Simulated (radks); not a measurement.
Results of a calculation; reference values are marked as such.
Task: The mean radii <r> (bohr) of the occupied orbitals of an atom or ion are listed with their occupations. Level of theory: non-relativistic Kohn-Sham, r2SCAN, spin-polarised, spherical densities, point nucleus; meta-GGA in the generalised Kohn-Sham scheme (a radial shooting solver on a logarithmic mesh with Libxc functionals).

| orbital | occ. | <r> |
|---|---|---|
| 1s up | 1 | 0.2705 |
| 1s down | 1 | 0.2693 |
| 2s up | 1 | 1.552 |
| 2s down | 1 | 1.626 |
| 2p up | 2 | 1.727 |

Name the element and its charge. Open shells, if any, are filled with parallel spins first.

Result: Z = 6, carbon, charge 0: C in [He] 2s2 2p2. The 1s radius gives Z: for a bare nucleus <r> = 1.5/Z, 0.25 bohr for Z = 6, and screening makes it slightly larger (0.2705 here). The occupations add up to 6, and the charge is Z minus that.
